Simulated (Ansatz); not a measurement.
Ansatz (a quantum-chemistry and plane-wave program) input (B3LYP/6-31G* with LANL2DZ past Ar): The .json file joins the Basis Set Exchange's 6-31G* for atoms up to Ar and LANL2DZ past it.

Ansatz 0.2 input:
```yaml
crystal:
  periodic: [false, false, false]
  atoms:
    - {symbol: Ge, position_ang: [-0.00000000, -0.00000000, -0.68544868]}
    - {symbol: S, position_ang: [0.00000000, 0.00000000, 1.37089737]}
basis:
  gaussian:
    orbitals: 6-31Gs+LANL2DZ.json
hamiltonian:
  xc: {name: B3LYP}
phonons: {temperatures: {t_min: 298.15, t_max: 298.15, t_step: 100}}
```

Output:

```
WARN ansatz: RAYON_NUM_THREADS=1 ignored (pool sized by the plan → 1); use --threads N
Functional definition: B3LYP
integrals: 0.00 GiB planned
309 factors; integrals over basis functions are off by at most 3.7e-4 eV
mean field: 0.06 GiB planned
mean field evaluation 1: about -10935.6695 eV, gradient 2.6e1 eV
mean field evaluation 2: about -10904.7227 eV, gradient 8.7e1 eV
mean field evaluation 4: about -10938.4132 eV, gradient 1.7e0 eV
mean field evaluation 8: about -10938.4230 eV, gradient 1.6e-1 eV
mean field -10938.42310992 eV, -401.9796349601 hartree, gradient 9.5e-6 eV, S^2 0.000000; 0 other end points of the search recorded, 0 dependent functions left out
the calculation of the forces begins
reference -10938.42328176 eV, -401.9796412750 hartree; 10, 10 occupied and 17, 17 virtual orbitals, 309 factors
these checks for a lower state are left out or cut short: stability, starts, cluster_reference, orbital_swaps, neighbouring_geometries, increment
integrals: 0.00 GiB planned
309 factors; integrals over basis functions are off by at most 3.7e-4 eV
mean field: 0.06 GiB planned
mean field evaluation 16: about -10938.4253 eV, gradient 1.2e-1 eV
mean field -10938.42310992 eV, -401.9796349601 hartree, gradient 2.4e-7 eV, S^2 0.000000; 0 other end points of the search recorded, 0 dependent functions left out
the calculation of the forces begins
reference -10938.42328176 eV, -401.9796412750 hartree; 10, 10 occupied and 17, 17 virtual orbitals, 309 factors
these checks for a lower state are left out or cut short: stability, starts, cluster_reference, orbital_swaps, neighbouring_geometries, increment
integrals: 0.00 GiB planned
309 factors; integrals over basis functions are off by at most 3.7e-4 eV
mean field: 0.06 GiB planned
mean field -10938.42310992 eV, -401.9796349601 hartree, gradient 2.4e-7 eV, S^2 0.000000; 0 other end points of the search recorded, 0 dependent functions left out
the calculation of the forces begins
reference -10938.42328176 eV, -401.9796412750 hartree; 10, 10 occupied and 17, 17 virtual orbitals, 309 factors
these checks for a lower state are left out or cut short: stability, starts, cluster_reference, orbital_swaps, neighbouring_geometries, increment
integrals: 0.00 GiB planned
309 factors; integrals over basis functions are off by at most 3.7e-4 eV
mean field: 0.06 GiB planned
mean field evaluation 32: about -10938.4231 eV, gradient 3.4e-5 eV
mean field -10938.42310992 eV, -401.9796349601 hartree, gradient 2.4e-7 eV, S^2 0.000000; 0 other end points of the search recorded, 0 dependent functions left out
the calculation of the forces begins
reference -10938.42328176 eV, -401.9796412750 hartree; 10, 10 occupied and 17, 17 virtual orbitals, 309 factors
these checks for a lower state are left out or cut short: stability, starts, cluster_reference, orbital_swaps, neighbouring_geometries, increment
integrals: 0.00 GiB planned
309 factors; integrals over basis functions are off by at most 3.7e-4 eV
mean field: 0.06 GiB planned
mean field -10938.42310992 eV, -401.9796349601 hartree, gradient 2.4e-7 eV, S^2 0.000000; 0 other end points of the search recorded, 0 dependent functions left out
the calculation of the forces begins
reference -10938.42328176 eV, -401.9796412750 hartree; 10, 10 occupied and 17, 17 virtual orbitals, 309 factors
these checks for a lower state are left out or cut short: stability, starts, cluster_reference, orbital_swaps, neighbouring_geometries, increment
integrals: 0.00 GiB planned
309 factors; integrals over basis functions are off by at most 3.7e-4 eV
mean field: 0.06 GiB planned
mean field -10938.42303679 eV, -401.9796322727 hartree, gradient 3.0e-6 eV, S^2 0.000000; 0 other end points of the search recorded, 0 dependent functions left out
the calculation of the forces begins
reference -10938.42320862 eV, -401.9796385871 hartree; 10, 10 occupied and 17, 17 virtual orbitals, 309 factors
these checks for a lower state are left out or cut short: stability, starts, cluster_reference, orbital_swaps, neighbouring_geometries, increment
integrals: 0.00 GiB planned
309 factors; integrals over basis functions are off by at most 3.7e-4 eV
mean field: 0.06 GiB planned
mean field -10938.42303685 eV, -401.9796322749 hartree, gradient 3.2e-6 eV, S^2 0.000000; 0 other end points of the search recorded, 0 dependent functions left out
the calculation of the forces begins
reference -10938.42320870 eV, -401.9796385903 hartree; 10, 10 occupied and 17, 17 virtual orbitals, 309 factors
these checks for a lower state are left out or cut short: stability, starts, cluster_reference, orbital_swaps, neighbouring_geometries, increment
integrals: 0.00 GiB planned
309 factors; integrals over basis functions are off by at most 3.7e-4 eV
mean field: 0.06 GiB planned
mean field evaluation 64: about -10938.4231 eV, gradient 2.4e-7 eV
mean field -10938.42310992 eV, -401.9796349601 hartree, gradient 2.4e-7 eV, S^2 0.000000; 0 other end points of the search recorded, 0 dependent functions left out
the calculation of the forces begins
reference -10938.42328176 eV, -401.9796412750 hartree; 10, 10 occupied and 17, 17 virtual orbitals, 309 factors
these checks for a lower state are left out or cut short: stability, starts, cluster_reference, orbital_swaps, neighbouring_geometries, increment
integrals: 0.00 GiB planned
309 factors; integrals over basis functions are off by at most 3.7e-4 eV
mean field: 0.06 GiB planned
mean field -10938.42310992 eV, -401.9796349601 hartree, gradient 2.4e-7 eV, S^2 0.000000; 0 other end points of the search recorded, 0 dependent functions left out
the calculation of the forces begins
reference -10938.42328176 eV, -401.9796412750 hartree; 10, 10 occupied and 17, 17 virtual orbitals, 309 factors
these checks for a lower state are left out or cut short: stability, starts, cluster_reference, orbital_swaps, neighbouring_geometries, increment
integrals: 0.00 GiB planned
309 factors; integrals over basis functions are off by at most 3.7e-4 eV
mean field: 0.06 GiB planned
mean field -10938.42310992 eV, -401.9796349601 hartree, gradient 2.4e-7 eV, S^2 0.000000; 0 other end points of the search recorded, 0 dependent functions left out
the calculation of the forces begins
reference -10938.42328176 eV, -401.9796412750 hartree; 10, 10 occupied and 17, 17 virtual orbitals, 309 factors
these checks for a lower state are left out or cut short: stability, starts, cluster_reference, orbital_swaps, neighbouring_geometries, increment
integrals: 0.00 GiB planned
309 factors; integrals over basis functions are off by at most 3.7e-4 eV
mean field: 0.06 GiB planned
mean field -10938.42310992 eV, -401.9796349601 hartree, gradient 2.4e-7 eV, S^2 0.000000; 0 other end points of the search recorded, 0 dependent functions left out
the calculation of the forces begins
reference -10938.42328176 eV, -401.9796412750 hartree; 10, 10 occupied and 17, 17 virtual orbitals, 309 factors
these checks for a lower state are left out or cut short: stability, starts, cluster_reference, orbital_swaps, neighbouring_geometries, increment
integrals: 0.00 GiB planned
309 factors; integrals over basis functions are off by at most 3.7e-4 eV
mean field: 0.06 GiB planned
mean field -10938.42303685 eV, -401.9796322749 hartree, gradient 3.2e-6 eV, S^2 0.000000; 0 other end points of the search recorded, 0 dependent functions left out
the calculation of the forces begins
reference -10938.42320870 eV, -401.9796385903 hartree; 10, 10 occupied and 17, 17 virtual orbitals, 309 factors
these checks for a lower state are left out or cut short: stability, starts, cluster_reference, orbital_swaps, neighbouring_geometries, increment
integrals: 0.00 GiB planned
309 factors; integrals over basis functions are off by at most 3.7e-4 eV
mean field: 0.06 GiB planned
mean field evaluation 96: about -10938.4230 eV, gradient 1.6e-4 eV
mean field -10938.42303679 eV, -401.9796322727 hartree, gradient 3.0e-6 eV, S^2 0.000000; 0 other end points of the search recorded, 0 dependent functions left out
the calculation of the forces begins
reference -10938.42320862 eV, -401.9796385871 hartree; 10, 10 occupied and 17, 17 virtual orbitals, 309 factors
Total energy: -10938.42328176 eV, -401.9796412750 hartree
Atom 0 at    -0.000000    -0.000000    -0.685449 Å, force     0.000000     0.000000     0.000088 eV/Å
Atom 1 at     0.000000     0.000000     1.370897 Å, force    -0.000000    -0.000000    -0.000088 eV/Å
Dipole moment:    -0.000000    -0.000000    -0.497774 e Å
Vibrations: 534.78 cm⁻¹, zero-point energy 0.033152 eV
```

The blocks after the first are displaced geometries, from whose forces the wavenumbers follow.
